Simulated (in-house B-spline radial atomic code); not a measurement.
Checks on a self-consistent run for Zn VIII (Zn7+), [Ne] 3s2 (3p1/2)1 (3p3/2)4 (3d3/2)4 (3d5/2)1 (7f7/2)1. Computed with a radial B-spline atomic code at the basis-set limit: Dirac-Hartree-Fock, average of the jj configuration, Fermi nucleus of rms radius 3.9283 fm.

| orbital | q | ε (Eh) | <1/r> | <r²> | small-component weight |
| --- | --- | --- | --- | --- | --- |
| 1s1/2 | 2 | -365.04833 | 30.2318 | 0.00340182 | 0.011736 |
| 2s1/2 | 2 | -52.62295 | 6.66232 | 0.0595256 | 0.0022665 |
| 2p1/2 | 2 | -47.05601 | 6.56658 | 0.0472631 | 0.0022181 |
| 2p3/2 | 4 | -46.10389 | 6.43754 | 0.0481563 | 0.0021959 |
| 3s1/2 | 2 | -12.17455 | 2.21802 | 0.469918 | 0.00055895 |
| 3p1/2 | 1 | -10.59021 | 2.13679 | 0.482041 | 0.0005324 |
| 3p3/2 | 4 | -10.08122 | 2.07737 | 0.498994 | 0.000509 |
| 3d3/2 | 4 | -7.22603 | 1.89792 | 0.502869 | 0.00043613 |
| 3d5/2 | 1 | -7.25686 | 1.88759 | 0.505988 | 0.00043265 |
| 7f7/2 | 1 | -0.66915 | 0.17345 | 75.9531 | 1.9755e-05 |

Electron-electron repulsion V_ee = 543.3232 hartree.

What total energy follows from the eigenvalues?

The eigenvalues count the repulsion twice, so E = Σqε - V_ee = -1225.964 - 543.323 = -1769.288 hartree; the run printed -1769.288.

Does the Dirac virial theorem hold?

For a point nucleus E = -2c²Σq·w, with w the small-component weight. Here Σq·w = 0.047108 and c = 137.0360, so the ratio E/(-2c²Σq·w) is 1.000010; the finite nucleus accounts for the departure from 1.

What diamagnetic shielding (Lamb formula) and susceptibility (Langevin formula) do the radii give?

σ = (α²/3)Σq<1/r> = 137.207/(3·137.036²) = 2435.5 ppm, and χ = -0.79199×10⁻⁶·Σq<r²> = -65.18×10⁻⁶ cm³/mol with Σq<r²> = 82.301 bohr². Both are non-relativistic formulas without the paramagnetism of open shells.
